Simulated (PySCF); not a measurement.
**InH₃ + 2 Cl₂ → InCl + 3 HCl**

Level: PBE in the def2-TZVP basis family, computed in PySCF with density fitting; scalar-relativistic core potentials for atoms from Rb on, none lighter, no spin–orbit coupling; open shells unrestricted.

```
species              state and structure  ZPE (kJ/mol)  H(298 K) − H(0) (kJ/mol)  S° (J/(mol K))
   InH₃  singlet, D3h, In–H 1.737 Å (×3)          42.0                      11.3           229.8
    Cl₂      singlet, D∞h, Cl–Cl 2.008 Å           3.2                       9.2           223.0
   InCl      singlet, C∞v, In–Cl 2.436 Å           1.8                       9.8           248.5
    HCl       singlet, C∞v, H–Cl 1.289 Å          17.3                       8.7           186.8
```

Task: Is the gas-phase reaction uphill or downhill in electronic energy at this level, and by how much?

Result: At PBE/def2-TZVP, ΔE = -534.9 kJ/mol, downhill. 

Task: Add zero-point, thermal and entropy terms for 298.15 K and 1 bar.

Result: ΔZPE = 5.3 and Δ[H(298) − H(0)] = 6.2 kJ/mol give ΔH° = -523.4 kJ/mol. ΔS° = 133.1 J/(mol K), so ΔG° = -523.4 − 298.15 × (0.1331) = -563 kJ/mol.

Each species is the lowest minimum found with this bonding; other isomers or fragments can lie lower.
